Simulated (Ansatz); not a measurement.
`N[SiH2][GeH3]` + `CNBF` → `C[N]([GeH3])BF` + `N[SiH3]` at 500 K and 1 bar (cleavage of the Ge–Si bond).

Calculated with Ansatz (gas phase, PBE0-D4/def2-TZVP geometries, no zero-point term in ΔE). CBS: MP2 limit from def2 TZ/QZ plus the TZ coupled-cluster correction, frozen cores. This one scheme is used for every species. For Ge outer-core shells are correlated without core-valence functions, which leaves a few kJ/mol of doubt a bond. Scalar relativity is left out up to krypton. One conformer a species, not always the lowest.

```tsv
species	CCSD(T)/CBS energy (Eh)	H − E (kJ/mol)	S (J/(mol·K))
`N[SiH2][GeH3]`	-2424.12162	219.2	403.7
`CNBF`	-220.44549	220.6	337.0
`C[N]([GeH3])BF`	-2297.75856	270.5	430.5
`N[SiH3]`	-346.80422	161.3	303.9
```

H − E and S are ideal-gas, rigid-rotor, harmonic terms from PBE0-D4/def2-TZVP, for one conformer and one mirror image of each species. 1 Eh = 2625.50 kJ/mol, R = 8.31446 J/(mol·K).

Question: By hand: ΔE, ΔH, ΔS and ΔG.

Answer: ΔE = (-2297.75856) + (-346.80422) − (-2424.12162) − (-220.44549) = 0.00433 Eh = 11.4 kJ/mol. Δ(H − E) = 270.5 + 161.3 − 219.2 − 220.6 = -8.0, so ΔH = 3.4 kJ/mol. ΔS = 430.5 + 303.9 − 403.7 − 337.0 = -6.3 J/(mol·K). ΔG = 3.4 − 500 × (-6.3)/1000 = 6.5 kJ/mol.

Question: By hand: the equilibrium constant, and the temperature at which ΔG would vanish if ΔH and ΔS stayed fixed.

Answer: log₁₀ K = −ΔG/(RT ln 10) = -0.7. ΔH and −TΔS have one sign here, so there is no such temperature. One of them is within its doubt of zero, so this could turn.

TΔS isn't small against ΔH here. A doubt of 5 kJ/mol in ΔE shifts log₁₀ K by 0.5 here. Other conformers and mirror images would add mixing entropy, several J/(mol·K) or more a flexible species. Modes under 60 cm⁻¹, often nearly free rotors, make the harmonic entropy too high. These are equilibria of isolated gas molecules and say nothing of rates. Largest T1 diagnostic: 0.012 (customary marks: 0.02 for closed shells, 0.045 for open ones).
